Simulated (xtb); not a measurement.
H₆OSi₂, charge -1, doublet, from a rough starting geometry (a state made from the parent by changing its charge; the spin is typed, not shown lowest); GFN2-xTB (xtb).

Here is a job for xtb.
```
$ xtb mol.xyz --gfn 2 --chrg -1 --uhf 1 --opt vtight --json

# file mol.xyz
9

Si     1.61022777    -0.28999749     0.05572962
O      0.04906542    -0.05716578    -0.28544818
Si    -1.54315860     0.24698020    -0.06944403
H      2.16158871    -0.92069706    -1.13650579
H      2.15561974     1.04364265     0.30231956
H      1.61673413    -1.11303493     1.27841368
H     -2.14056315    -0.38537611     1.00969922
H     -2.19429414    -0.07197814    -1.31925834
H     -1.65087167     1.72412226     0.13150685
```

Task: What does xtb print? Leave out banner, timings and long lists.

Result: 
```
   ID    Z sym.   atoms
    1   14 Si     1, 3
    2    8 O      2
    3    1 H      4-9

           -------------------------------------------------
          |                Calculation Setup                |
           -------------------------------------------------

           -------------------------------------------------
          |                 G F N 2 - x T B                 |
           -------------------------------------------------

          ...................................................
          :                      SETUP                      :
          :.................................................:
          :  # basis functions                  30          :
          :  # atomic orbitals                  28          :
          :  # shells                           14          :
          :  # electrons                        21          :
          :  max. iterations                   250          :
          :  Hamiltonian                  GFN2-xTB          :
          :  restarted?                      false          :
          :  GBSA solvation                  false          :
          :  PC potential                    false          :
          :  electronic temp.          300.0000000     K    :
          :  accuracy                    1.0000000          :
          :  -> integral cutoff          0.2500000E+02      :
          :  -> integral neglect         0.1000000E-07      :
          :  -> SCF convergence          0.1000000E-05 Eh   :
          :  -> wf. convergence          0.1000000E-03 e    :
          :  Broyden damping             0.4000000          :
          :  net charge                         -1          :
          :  unpaired electrons                  1          :
          ...................................................

 iter      E             dE          RMSdq      gap      omega  full diag
   1    -10.7828294 -0.107828E+02  0.690E+00    0.87       0.0  T
   2    -10.8696793 -0.868498E-01  0.377E+00    0.78       1.0  T
   3    -10.8419465  0.277328E-01  0.376E+00    0.88       1.0  T
   4    -10.8704549 -0.285084E-01  0.195E+00    0.80       1.0  T
   5    -10.8752832 -0.482829E-02  0.649E-01    0.84       1.0  T
   6    -10.8752837 -0.531849E-06  0.338E-01    0.81       1.0  T
   7    -10.8754054 -0.121652E-03  0.111E-01    0.82       1.0  T
   8    -10.8754114 -0.602917E-05  0.408E-02    0.82       1.0  T
   9    -10.8754159 -0.448284E-05  0.134E-02    0.82       2.5  T
  10    -10.8754159 -0.339242E-07  0.927E-03    0.82       3.6  T
  11    -10.8754162 -0.285868E-06  0.147E-03    0.82      22.7  T
  12    -10.8754162 -0.603091E-10  0.129E-03    0.82      25.8  T
  13    -10.8754162 -0.476832E-08  0.184E-04    0.82     180.9  T
  14    -10.8754162 -0.489742E-10  0.723E-05    0.82     461.3  T

   *** convergence criteria satisfied after 14 iterations ***

         :::::::::::::::::::::::::::::::::::::::::::::::::::::
         ::                     SUMMARY                     ::
         :::::::::::::::::::::::::::::::::::::::::::::::::::::
         :: total energy             -10.785356461629 Eh    ::
         :: gradient norm              0.065311576483 Eh/a0 ::
         :: HOMO-LUMO gap              0.816082110519 eV    ::
         ::.................................................::
         :: SCC energy               -10.875413159162 Eh    ::
         :: -> isotropic ES            0.142058332152 Eh    ::
         :: -> anisotropic ES          0.006086462197 Eh    ::
         :: -> anisotropic XC          0.004168176867 Eh    ::
         :: -> dispersion             -0.007164405018 Eh    ::
         :: repulsion energy           0.090056697533 Eh    ::
         :: add. restraining           0.000000000000 Eh    ::
         :: total charge              -1.000000000011 e     ::
         :::::::::::::::::::::::::::::::::::::::::::::::::::::

      -----------------------------------------------------------
[...]
 * total energy  :   -10.7955682 Eh     change       -0.2425466E-05 Eh
 * total energy  :   -10.7955716 Eh     change       -0.3432135E-05 Eh
 * total energy  :   -10.7955758 Eh     change       -0.4177948E-05 Eh
 * total energy  :   -10.7955793 Eh     change       -0.3467742E-05 Eh
 * total energy  :   -10.7955819 Eh     change       -0.2611270E-05 Eh
 * total energy  :   -10.7955827 Eh     change       -0.7780310E-06 Eh
 * total energy  :   -10.7955835 Eh     change       -0.8546632E-06 Eh
 * total energy  :   -10.7955842 Eh     change       -0.6405857E-06 Eh
 * total energy  :   -10.7955847 Eh     change       -0.5592826E-06 Eh
 * total energy  :   -10.7955850 Eh     change       -0.2870175E-06 Eh
 * total energy  :   -10.7955852 Eh     change       -0.1788095E-06 Eh
 * total energy  :   -10.7955853 Eh     change       -0.6611197E-07 Eh
   *** GEOMETRY OPTIMIZATION CONVERGED AFTER 41 ITERATIONS ***
         :: total energy             -10.795585256667 Eh    ::
[...]
         9        2.0000           -0.2080830              -5.6622
        10        2.0000           -0.2080386              -5.6610
        11        1.0000           -0.0164922              -0.4488 (HOMO)
        12                          0.0496705               1.3516 (LUMO)
        13                          0.0498098               1.3554
        14                          0.0506969               1.3795
        15                          0.0657508               1.7892
        16                          0.0657785               1.7899
        17                          0.1520463               4.1374
        18                          0.1522641               4.1433
        19                          0.2595473               7.0626
        20                          0.2595650               7.0631
        21                          0.3767224              10.2511
        22                          0.6204992              16.8846
       ...                                ...                  ...
        28                          1.1196962              30.4685
      -------------------------------------------------------------
                  HL-Gap            0.0661627 Eh            1.8004 eV
             Fermi-level           -0.0478381 Eh           -1.3017 eV

     #   Z          covCN         q      C6AA      α(0)
     1  14 Si       3.495     0.290   106.268    19.958
     2   8 O        1.513    -0.506    23.133     6.487
     3  14 Si       3.511     0.436   101.793    19.500
     4   1 H        0.916    -0.195    10.464     5.059
     5   1 H        0.916    -0.195    10.457     5.058
     6   1 H        0.915    -0.196    10.484     5.064
     7   1 H        0.911    -0.212    11.744     5.360
     8   1 H        0.911    -0.212    11.744     5.361
     9   1 H        0.911    -0.212    11.743     5.360

 Mol. C6AA /au·bohr⁶  :       2007.766719
 Mol. C8AA /au·bohr⁸  :      68396.918624
 Mol. α(0) /au        :         77.207638

Wiberg/Mayer (AO) data.
largest (>0.10) Wiberg bond orders for each atom

 ---------------------------------------------------------------------------
     #   Z sym  total        # sym  WBO       # sym  WBO       # sym  WBO
 ---------------------------------------------------------------------------
     1  14 Si   3.397 --     5 H    0.853     4 H    0.853     6 H    0.852
                             2 O    0.630     3 Si   0.196
     2   8 O    2.257 --     3 Si   1.483     1 Si   0.630
     3  14 Si   4.283 --     2 O    1.483     9 H    0.855     8 H    0.855
                             7 H    0.855     1 Si   0.196
     4   1 H    0.962 --     1 Si   0.853
     5   1 H    0.962 --     1 Si   0.853
     6   1 H    0.961 --     1 Si   0.852
     7   1 H    0.955 --     3 Si   0.855
     8   1 H    0.955 --     3 Si   0.855
     9   1 H    0.955 --     3 Si   0.855
 ---------------------------------------------------------------------------

Topologies differ in total number of bonds
Writing topology from bond orders to xtbtopo.mol

molecular dipole:
                 x           y           z       tot (Debye)
 q only:        0.062      -0.058       0.015
   full:       -0.829       0.114      -0.035       2.129
molecular quadrupole (traceless):
                xx          xy          yy          xz          yz          zz
 q only:       -5.618       1.617       2.668      -0.456       0.089       2.950
  q+dip:      -13.738       3.962       6.526      -1.149       0.220       7.211
   full:      -13.731       3.948       6.526      -1.141       0.219       7.206

optimized geometry written to: xtbopt.xyz

           -------------------------------------------------
          | TOTAL ENERGY              -10.795585256667 Eh   |
          | GRADIENT NORM               0.000039877201 Eh/α |
          | HOMO-LUMO GAP               1.800378614813 eV   |
           -------------------------------------------------

normal termination of xtb
```
